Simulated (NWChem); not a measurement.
MgHOCl; SMILES [OH][Mg][Cl]

```xyz
4

Mg     0.1067     0.4183     0.0022
Cl    -0.2190    -1.7341    -0.0067
O      0.3198     2.1561     0.0132
H      0.6536     3.0419     0.0287
```
Atoms are numbered in this order, from 1.

Program: NWChem. Structure relaxed at the PBE0-D3(BJ)/def2-TZVP level. Field at 589 nm.

Question: Predict the results for B3LYP/def2-SVP. Quantities: isotropic polarisability (bohr³); anisotropy (bohr³).

Answer: 
```yaml
isotropic polarisability (bohr³): 31.7
anisotropy (bohr³): 10.5
```
